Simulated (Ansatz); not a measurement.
An input meant for (HMg-mu-OH)2 (Mg2O2H4) (charge 0, singlet).

```yaml
crystal:
  periodic: [false, false, false]
  atoms:
    - {symbol: Mg, position_ang: [-1.073300, -0.963105, 0.353777]}
    - {symbol: H, position_ang: [-2.310884, -2.073852, 0.761589]}
    - {symbol: O, position_ang: [-0.806321, 0.599955, -0.812908]}
    - {symbol: Mg, position_ang: [1.073331, 0.963019, -0.353900]}
    - {symbol: H, position_ang: [2.311148, 2.073358, -0.762112]}
    - {symbol: O, position_ang: [0.806591, -0.600545, 0.812162]}
    - {symbol: H, position_ang: [-1.411100, 1.050667, -1.420774]}
    - {symbol: H, position_ang: [1.410544, -1.049487, 1.422156]}
basis:
  gaussian: {orbitals: pcseg-2}
hamiltonian: {xc: {name: B2PLYP}, dispersion: rvv10}
```

```sh
$ ansatz run in.yaml --threads 4 --pin off --events-out ev --progress --plain --max-ram 3916MiB
```

It prints (some lines left out):

```
Error: invalid value for `hamiltonian.dispersion`: this functional's text states its nonlocal part
```

In this input the functional holds a nonlocal dispersion part already, so the dispersion key must go. The input was rejected before any iteration.
